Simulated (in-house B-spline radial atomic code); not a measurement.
## RPA and G0W0 on LC-wPBE: the titanium ion Ti⁷⁺

Configuration [Ne] 3s2 3p3, highest spin, mean-field start LC-wPBE. Computed with a B-spline radial code for spherical atoms: all electrons, scalar-relativistic (spin-free one-electron X2C), finite nucleus, each spin shell either full or empty, empty states to l = 9 with an (l + 1/2)⁻⁴ tail; G0W0 by contour deformation at full frequency.

Command:
```bash
python run_gw.py task.json out
```
Settings (radii: box in bohr, nucleus in fm):
```
Z                        22
electrons                15
configuration            [Ne] 3s2 3p3
hamiltonian              x2c
method                   lc_wpbe
lmax                     9
rms_radius               3.5921
spin_polarised           True
box_radius               8.41
intervals                67
```

Run time, properties included: 1.8 s on 1 thread of Arm Neoverse V2 (shared host).

Energies (hartree):

```
                                     term       value
                         mean-field total  -836.96285
Hartree-Fock functional on these orbitals  -836.48780
                      direct second order       -1.05
                    second-order exchange     0.38051
                         SOSEX correction     0.35225
```

**Question.** What is the RPA correlation energy, and what remains with SOSEX?

**Answer.** RPA gives -0.94664 hartree (-1.72 eV per electron); RPA + SOSEX gives -0.5944, and the second-order doubles -0.66947 hartree (no singles). SOSEX takes back 37 % of the RPA value.

Quasi-particle levels (eV):

```tsv
level	occupied	mean field	Σx - vxc	Σc	QP weight	G0W0
3p up	yes	-163.31	-5.70	?	?	?
3s down	yes	-181.79	-2.05	-3.23	0.969	-187.07
2p down	yes	-587.67	-33.18	6.91	0.937	-613.95
3p down	no	-145.52	7.88	-3.36	0.966	-140.99
```

G0W0 = mean field + (Σx - vxc) + Σc, with Σc (partial-wave tail included) taken at the quasi-particle energy. Only the outer levels were computed. Levels of low weight are left out.

**Question.** Where does G0W0 put 3p up?

**Answer.** At -169.40 eV, with Σc = -0.39 eV and a quasi-particle weight of 0.966. The tabulated removal energy is 170.5 ± 0.4 eV (NIST, semi-empirical); the calculation leaves out spin-orbit coupling, Breit and QED terms, and what these don't explain is the method's own error.
